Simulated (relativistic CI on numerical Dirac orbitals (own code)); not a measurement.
**Spin-allowed bands of a d2 ion in an octahedral site, by hand**

Problem. Take Δ = 21800 cm⁻¹ and B = 490 cm⁻¹ for a d2 ion in an octahedral site. Calculate the three spin-allowed bands.

Working.
1. The terms of highest spin are 3F (energy 0) and 3P (15B = 7350 cm⁻¹). Here the F term splits into A2 at +1.2Δ = 26160, T2 at +0.2Δ = 4360 and T1 at −0.6Δ = -13080 cm⁻¹.
2. The two T1 states mix through the element 0.4Δ: H = [[-13080, 8720], [8720, 7350]], with roots ½(H₁₁ + H₂₂) ∓ ½√[(H₂₂ − H₁₁)² + 4H₁₂²] = ½(-5730) ∓ ½(26861) = -16296 and 10566 cm⁻¹.
3. The ground term is 3T1 at -16296 cm⁻¹.
4. Bands: 3T2 20656 cm⁻¹ (484 nm), 3T1(P) 26861 cm⁻¹ (372 nm), 3A2 42456 cm⁻¹ (236 nm).

Check. Exact diagonalisation of the whole d2 shell with these parameters gives 3T2 20656, 3T1 26861, 3A2 42456 cm⁻¹. The match is exact, since without spin-orbit coupling no other term has this spin. The ratio of the second band to the first, 1.300, depends on Δ/B = 44.5 alone, which is how a Tanabe-Sugano diagram is read.
